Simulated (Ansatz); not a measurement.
Gas-phase electronic energies from Ansatz, PBE0-D4/def2-TZVP geometries. CCSD(T)/CBS adds triple-zeta CCSD(T) − MP2 to the extrapolated MP2 energy (def2 sets, frozen cores). DFT in def2-TZVPP. B3LYP here is the variant with VWN-RPA as its local correlation; programs differ in this. For Ge outer-core shells are correlated without core-valence functions, which leaves a few kJ/mol of doubt a bond. Scalar relativity is left out up to krypton. One conformer a species, not always the lowest.

`CN[SiH](C)N` + `[NH2][GeH2][NH2]` → `C[SiH](N)[GeH2][NH2]` + `CNN`  (formal exchange of groups at the Si–N bond)

```tsv
level	ΔE (eV)
B3LYP-D4	2.27
CCSD/def2-TZVPP	2.41
```

**Question.** What does CCSD(T)/CBS give? (Estimate.)

**Answer.** Ansatz gave: +2.39 eV. The listed levels differ from it by -0.12, 0.02 eV.

Largest T1 diagnostic among the species: 0.011.

In def2-TZVPP, CCSD(T) changes the Hartree–Fock value by −0.17 eV (the triples alone add −0.03 eV) and MP2 by −0.03 eV. From PBE to PBE0 (25 % exact exchange), in def2-TZVPP and without D4, ΔE moves by +0.12 eV.
